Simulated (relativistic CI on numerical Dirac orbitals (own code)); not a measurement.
P I: what numerical and physical settings do to a radial Dirac CI calculation

Reference input:

```
atom P  Z=15  charge=0  electrons=15
nucleus A=31  rms_radius_fm=3.1889
hamiltonian dirac-coulomb  breit=on  qed=on  c_scale=1
orbitals kli  potential=per-configuration
slater_scale 1
correlation none
mixing on
grid step=0.0125 r_max=102.8
scf mixing=0.4 start=green max_iterations=150 tolerance=2e-08 node_fill=0.05
configurations
  [Ne] 3s2 3p3
end
```

Computed lowest total energy -341.44167 Ha, first excitation 14917.8 cm⁻¹, 10 SCF steps. Runs with settings changed; * marks those that are bad on purpose (the QED terms keep the true α when c is scaled):

```
                                                                Changed    Outcome  Lowest level   ΔE (Ha)  First excitation (cm⁻¹)  SCF steps  Message
SCF tolerance 0.0001, iteration limit 20, end of the grid at 308.4 bohr  converged   3p3 4S°_3/2  1.07e-05                  14916.4          6         
                                                    speed of light × 10  converged   3p3 4S°_3/2     0.762                  14932.8         10         
                     Slater scale 1.2, node fill of the KLI weights 0.5  converged   3p3 4S°_3/2  -0.00207                  17497.2         11         
                              SCF mixing 0.05, nuclear radius 4.1456 fm  converged   3p3 4S°_3/2  0.000153                  14917.8         13         
                                                       Slater scale 0 *  converged   3p3 2P°_3/2    0.0663                    371.7         10         
                                       node fill of the KLI weights 5 *  converged   3p3 4S°_3/2      0.12                  13492.2         11
```

With so few configurations and no correlation, terms lie too far apart (by 10 to 50 % near neutrality), their order can be wrong, and levels of other configurations are missing.
